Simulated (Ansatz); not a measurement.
Computed with Ansatz.

A structure relaxed at PBE0-D4/def2-TZVP, charge 0, multiplicity 1:

Cartesian coordinates in Å:
```
N -0.486 -1.666 -0.738
B -0.221 -0.430 -0.141
N 0.912 0.199 0.488
C 0.045 1.366 0.551
O -1.088 0.655 0.037
H -1.396 -1.899 -1.093
H 0.178 -2.416 -0.765
H 1.873 0.263 0.205
H -0.149 1.735 1.564
H 0.330 2.194 -0.108
```

(1) Give its formula and SMILES.

(2) Summarise the bond lengths by kind.

## Answers

(1) CH5BN2O, `NB1NCO1`.

(2) 2 × B–N 1.398 to 1.440 Å; 3 × H–N 1.003 to 1.004 Å; 1 × B–O 1.401 Å; 1 × C–N 1.455 Å; 1 × C–O 1.434 Å; 2 × C–H 1.095 to 1.096 Å.
